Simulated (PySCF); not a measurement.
Coordinates in bohr (charge 0 multiplicity 2):
```
Ge    0.0000   -0.9197   -1.6922
O     0.0000    1.0322   -4.1344
Br    0.0000    0.6525    2.4240
```

Level of theory: UPBE0/[Ge def2-TZVP, O def2-TZVP, Br def2-TZVP], no relativity, density fitting, PySCF.

This geometry of GeOBr is a stationary point at this level.

Task: What is the point group?

Result: Cs.

Task: Is it a minimum?

Result: Yes: all harmonic wavenumbers are real.

Task: Which band is strongest in the infrared?

Result: 277 cm⁻¹ (a'), 37 km/mol.

Task: What are the dipole moment and the gap between the highest occupied and lowest empty levels of either spin?

Result: 2.54 D and 3.14 eV.

This need not be the most stable arrangement of these atoms.
